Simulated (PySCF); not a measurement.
# Atomic charges by several schemes

Compound: C5H10O3Si.
Cartesian coordinates in Å at the GFN2-xTB level; atoms count from 1:
```
atom  x, y, z in Å
C1    -1.0376    2.3308    0.9341
O2     0.0805    1.5169    1.2351
C3     0.0135    0.2720    0.6337
C4     1.2899   -0.4613    0.3499
Si5    1.3329   -2.3411    0.5117
C6     0.5050    0.1214   -0.7812
O7    -0.1556   -0.8000   -1.6294
C8    -1.1618   -0.3209   -2.3416
O9    -1.5590    0.8068   -2.3448
H10   -0.8417    3.2998    1.3874
H11   -1.9534    1.9040    1.3589
H12   -1.1689    2.4427   -0.1467
H13   -0.8650   -0.3136    0.9065
H14    2.1877    0.0861    0.6038
H15    2.0772   -2.8828   -0.6245
H16   -0.0284   -2.8757    0.5316
H17    2.0083   -2.6500    1.7731
H18    0.8500    1.0093   -1.2989
H19   -1.5834   -1.1354   -2.9546
```

Density: PBE0/pcSseg-1 (PySCF); schemes: Mulliken, IAO, Hirshfeld and ESP-fitted. Isolated species at its GFN2-xTB geometry (one conformer only).

Which atoms carry the lowest charge in the Mulliken, IAO, Hirshfeld and ESP-fitted schemes?

The schemes don't all agree: Mulliken O2 (-0.489); IAO O9 (-0.446); Hirshfeld O9 (-0.247); ESP-fitted O9 (-0.504).

Which atoms carry the highest charge in the Mulliken, IAO, Hirshfeld and ESP-fitted schemes?

The schemes don't all agree: Mulliken Si5 (+0.578); IAO Si5 (+0.619); Hirshfeld Si5 (+0.314); ESP-fitted C8 (+0.562).

For which atoms does the sign change between the 4 schemes (beyond +0.03 e in one, beyond −0.03 e in another)?

For none.

What partial charge does each atom carry?

In e:

```csv
atom,environment,Mulliken,IAO,Hirshfeld,ESP-fitted
C1,methoxy carbon,-0.040,-0.207,-0.040,-0.150
O2,ether oxygen,-0.489,-0.379,-0.138,-0.331
C3,sp3 carbon bound to oxygen,+0.126,+0.069,+0.022,+0.139
C4,sp3 carbon bound to silicon,-0.460,-0.428,-0.138,-0.413
Si5,SiH3 silicon,+0.578,+0.619,+0.314,+0.409
C6,sp3 carbon bound to oxygen,+0.090,+0.025,+0.016,+0.100
O7,ester single-bonded oxygen,-0.434,-0.328,-0.081,-0.354
C8,ester carbonyl carbon,+0.435,+0.404,+0.179,+0.562
O9,ester carbonyl oxygen,-0.404,-0.446,-0.247,-0.504
H10,methyl hydrogen,+0.120,+0.159,+0.052,+0.125
H11,methyl hydrogen,+0.092,+0.126,+0.039,+0.087
H12,methyl hydrogen,+0.121,+0.142,+0.035,+0.102
H13,methine hydrogen,+0.111,+0.126,+0.040,+0.123
H14,methine hydrogen,+0.161,+0.177,+0.058,+0.191
H15,Si–H hydrogen,-0.079,-0.116,-0.076,-0.087
H16,Si–H hydrogen,-0.090,-0.116,-0.075,-0.096
H17,Si–H hydrogen,-0.086,-0.117,-0.076,-0.092
H18,methine hydrogen,+0.143,+0.162,+0.052,+0.152
H19,formyl hydrogen,+0.104,+0.128,+0.062,+0.038
```

Mean size of the charges over all atoms: IAO 0.225 e, Mulliken 0.219 e, ESP-fitted 0.214 e, Hirshfeld 0.092 e. Each set sums to the total charge, 0, to within 0.001 e. The Hirshfeld scheme divides the density at each point in proportion to the densities of the neutral, spherically averaged free atoms.

Sum the charges by element, for elements with more than one atom.

```json
{"element": "C", "atoms": "5", "Mulliken": "+0.152", "IAO": "-0.136", "Hirshfeld": "+0.040", "ESP-fitted": "+0.237"}
{"element": "O", "atoms": "3", "Mulliken": "-1.327", "IAO": "-1.153", "Hirshfeld": "-0.465", "ESP-fitted": "-1.190"}
{"element": "H", "atoms": "10", "Mulliken": "+0.598", "IAO": "+0.670", "Hirshfeld": "+0.112", "ESP-fitted": "+0.543"}
```

How many electrons does the IAO scheme count on Si5?

Z − q = 14 − (+0.619) = 13.381.
